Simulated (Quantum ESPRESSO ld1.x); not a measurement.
These are the eigenvalues of the occupied orbitals of an atom or ion with whole-number occupations (eV). Calculated with ld1.x of Quantum ESPRESSO 7.5: scalar-relativistic Kohn-Sham, Slater X-alpha with alpha = 1, spin-unpolarised, spherical densities, point nucleus.

| orbital | eigenvalue |
|---|---|
| 1s | -351.523 |
| 2s | -59.7478 |

Which element is it, and in what charge state? The configuration may be excited.

Answer. Z = 6, carbon, charge +3: C3+ in [He] 2s1. The 1s level, -12.918 hartree, gives Z - s = 5.1 by -(Z - s)^2/2, which with screening and relativity narrows Z to a few neighbours, and the depths must fix Z and the occupations together.
